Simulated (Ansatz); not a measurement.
Cost and result for the atomization energy of `C[SiH]1[NH][AlH]1` (10 atoms, 10 bonds).

```xyz
10

C     0.293    0.866   -1.432
Si    0.627   -0.128    0.120
N    -0.682   -1.141    0.722
Al   -0.497   -0.074    2.131
H     1.106    1.576   -1.607
H     0.238    0.205   -2.303
H    -0.642    1.424   -1.360
H     1.923   -0.842   -0.102
H    -1.147   -1.930    0.298
H    -1.219    0.044    3.534
```

Charge 0, multiplicity 1. The geometry is a stationary point of PBE0-D4/def2-TZVP. Program: Ansatz. All runs use 2 threads of an Arm Neoverse V2 on a shared host. Times are those of one run each, without the atoms' runs, and a repeat can differ threefold. Electronic energies, without spin–orbit coupling; frozen cores. CCSD(T)/CBS adds CCSD(T) − MP2 in def2-TZVPP to the MP2 limit, and its time is that of the two runs behind it. T1 = 0.013. HSE06 is the plane-wave form, built on full-range PBE exchange.

CCSD(T)/CBS is a level of theory with its own doubt, some kJ/mol a heavy atom from the limit and from the frozen cores, so smaller differences don't rank the functionals.

```
                           level  functions  wall time  atomization (kJ/mol)  difference from CCSD(T)/CBS  per bond
            revPBE-D4/def2-TZVPP        230      2.5 s                3281.9                        -39.2      -3.9
                CCSD(T)/def2-SVP         94      2.6 s                3086.5                       -234.6     -23.5
              BLYP-D4/def2-TZVPP        230      2.8 s                3302.8                        -18.3      -1.8
 PBE-D4/def2-TZVPP (with forces)        230      3.1 s                3353.6                         32.5       3.2
             BHLYP-D4/def2-TZVPP        230      3.5 s                3238.3                        -82.8      -8.3
             HSE06-D4/def2-TZVPP        230      3.6 s                3310.4                        -10.7      -1.1
               B2PLYP/def2-TZVPP        230        6 s                3277.3                        -43.8      -4.4
             PBE-QIDH/def2-TZVPP        230      6.5 s                3286.5                        -34.6      -3.5
               B97M-V/def2-TZVPP        230       12 s                3351.7                         30.6       3.1
ωB97M-V/def2-TZVPP (with forces)        230       14 s                3330.0                          8.9       0.9
                  MP2/def2-QZVPP        434       22 s                3309.9                        -11.2      -1.1
              CCSD(T)/def2-TZVPP        230       74 s                3223.7                        -97.4      -9.7
               CCSD(T)/CBS(def2)          –       96 s                3321.1                          0.0       0.0
```

The D4 term adds +32.2 kJ/mol with B3LYP and +16.8 kJ/mol with PBE0; it sums over pairs of atoms, weighted by their polarisabilities, and B3LYP, whose exchange is more repulsive, gets the larger term. In def2-TZVPP, CCSD(T) changes the Hartree–Fock value by +843.8 kJ/mol (the triples alone add +48.8 kJ/mol) and MP2 by +871.6 kJ/mol; breaking electron pairs costs correlation energy, which Hartree–Fock lacks. From PBE to PBE0 (25 % exact exchange), in def2-TZVPP and without D4, the atomization energy moves by −42.5 kJ/mol: exact exchange takes away binding that semilocal exchange gives to molecules.

B3LYP here is the variant with VWN-RPA as its local correlation; programs differ in this.
